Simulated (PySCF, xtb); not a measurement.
B2H2OS: where a starting geometry ends

The starting geometry of this gas-phase singlet was built from a drawn formula by distance geometry and a force field; its bonds are those of `B1OBS1`.

```yaml
atoms:
  - { symbol: B, position_ang: [-0.2760, 3.5751, 1.8057] }
  - { symbol: B, position_ang: [-1.0430, 1.8861, 0.4964] }
  - { symbol: O, position_ang: [-0.2845, 2.1292, 1.7138] }
  - { symbol: S, position_ang: [-0.3059, 3.5145, -0.0943] }
  - { symbol: H, position_ang: [-0.8557, 4.3418, 2.5516] }
  - { symbol: H, position_ang: [-2.1272, 1.4646, 0.3019] }
```

**Question.** Predict what it relaxes into with r2SCAN-D4/def2-SVP.

**Answer.** It keeps its bonds, and is `B1OBS1`.

The energy falls by 2.25 eV over 14 steps:

```tsv
step	E − E(last) (eV)
1	2.254
2	0.991
4	0.029
5	0.007
7	0.000
8	0.000
10	0.000
11	0.000
13	0.000
14	0.000
```

Final geometry (Å):

```yaml
atoms:
  - { symbol: B, position_ang: [-0.4182, 3.6240, 1.5890] }
  - { symbol: B, position_ang: [-1.0576, 2.1826, 0.4520] }
  - { symbol: O, position_ang: [-0.7717, 2.2967, 1.8087] }
  - { symbol: S, position_ang: [-0.4499, 3.7775, -0.2499] }
  - { symbol: H, position_ang: [-0.2290, 4.4448, 2.4453] }
  - { symbol: H, position_ang: [-1.6391, 1.2655, -0.0616] }
```

From the same start GFN2-xTB reaches the same bonding as this run.

No frequencies were run, so the end isn't proven a minimum. Run with PySCF 2.14.0, 4.1 min on 2 threads of Intel(R) Xeon(R) Processor @ 2.50GHz (Skylake/Cascade Lake), with other jobs on the host.
